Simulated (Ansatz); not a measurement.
Breaking the Al1–Cl4 bond in AlClFH (SMILES [F][AlH][Cl]) (multiplicity 1 held, fragments rigid). Energies count from the point at 2.087 Å.
Geometry at that point (charge 0, multiplicity 1):
```xyz
4

Al    -0.56121     0.17721    -0.47070
H     -1.75578    -0.36995    -1.30319
F     -0.21593     1.78615    -0.49600
Cl     0.64676    -1.05936     0.69920
```

R- and RO- levels are restricted; in cc, def2 and unpolarised 6-31G sets they are followed outwards from rest. U- levels take the lowest unrestricted solution at each point, which mixes spins at long bonds. Active spaces are followed from a long bond inwards. Levels need not reach the same state.

Cores are frozen in the correlated methods.

Programs: Ansatz (Gaussian orbitals). 

Energies in kcal/mol.

```
R (Å)  U-PBE/cc-pV(T+d)Z  R-B3LYP/cc-pV(T+d)Z  U-wB97X-V/cc-pV(T+d)Z  R-SCS-MP2/cc-pV(T+d)Z  FIC-MRCISD+Q on CASSCF(6,4)/cc-pV(T+d)Z
-----  -----------------  -------------------  ---------------------  ---------------------  ---------------------------------------
1.670               66.3                 65.5                   64.9                   67.7                                     66.9
1.879               12.1                 11.6                   11.0                   12.0                                     11.6
2.087                0.0                  0.0                    0.0                    0.0                                      0.0
2.296                5.6                  6.2                    7.1                    6.6                                      6.8
2.505               18.0                 19.1                   21.2                   20.5                                     20.8
2.818               39.3                 41.2                      ?                   44.6                                     44.9
3.131               58.8                 61.4                   67.9                   67.1                                     67.1
3.653               83.4                 87.4                      ?                   97.0                                     95.3
4.175               97.0                104.6                  113.1                  118.0                                    110.8
4.801              104.1                117.0                  119.9                  133.9                                    116.6
5.636              107.9                125.7                      ?                  142.4                                    117.9
6.679              109.6                130.7                  121.9                  139.7                                    118.1
```

Question: Complete the blanks.

Answer: 
- 3.653, U-wB97X-V/cc-pV(T+d)Z: 97.8
- 2.818, U-wB97X-V/cc-pV(T+d)Z: 45.3
- 5.636, U-wB97X-V/cc-pV(T+d)Z: 121.7

Doubts at one or more of the structures used: a spin-contaminated determinant (U-PBE/cc-pV(T+d)Z, U-wB97X-V/cc-pV(T+d)Z); a restricted determinant that unrestricted orbitals would lower (R-B3LYP/cc-pV(T+d)Z, R-SCS-MP2/cc-pV(T+d)Z); active orbitals that take no part (FIC-MRCISD+Q on CASSCF(6,4)/cc-pV(T+d)Z).

Ansatz is an electronic-structure program.
